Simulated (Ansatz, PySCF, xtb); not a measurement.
Breaking the C2–B1 bond in CH5B (SMILES BC) (multiplicity 1 held, fragments rigid). Energies count from the point at 1.551 Å.
Geometry at that point (charge 0, multiplicity 1):
```xyz
7

B      0.8668     0.0793     0.0114
C     -0.6766    -0.0672    -0.0412
H      1.5656    -0.8646     0.2285
H      1.3857     1.1491    -0.1020
H     -0.9945     0.0764     1.0066
H     -1.0372    -1.0565    -0.3271
H     -1.1944     0.7024    -0.6158
```

Unrestricted levels (U-) break spin symmetry where that is lower. Levels need not reach the same state.

Rows in 3-21G, 6-31G* carry no dispersion term and start afresh at each structure (6-31G* with six Cartesian d functions).

Codes used: Ansatz (a program for electronic structure) with Gaussian orbitals; PySCF for 3-21G rows, 6-31G* rows; xtb for the GFN methods.  The GFN methods have no spin term and hold the electronic entropy of 300 K.

Q: One of these levels gives 481.8 kJ/mol for the energy at R = 4.964 Å. Name it.
A. R-B3LYP/6-31G*
B. GFN2-xTB
C. R-HF/3-21G
D. U-r2SCAN/cc-pVTZ

A: D, U-r2SCAN/cc-pVTZ. The others give 574.4 (GFN2-xTB), 890.3 (R-HF/3-21G), 673.7 (R-B3LYP/6-31G*)

Doubts at one or more of the structures used: a restricted determinant that unrestricted orbitals would lower (R-HF/3-21G, R-B3LYP/6-31G*); a spin-contaminated determinant (U-r2SCAN/cc-pVTZ).
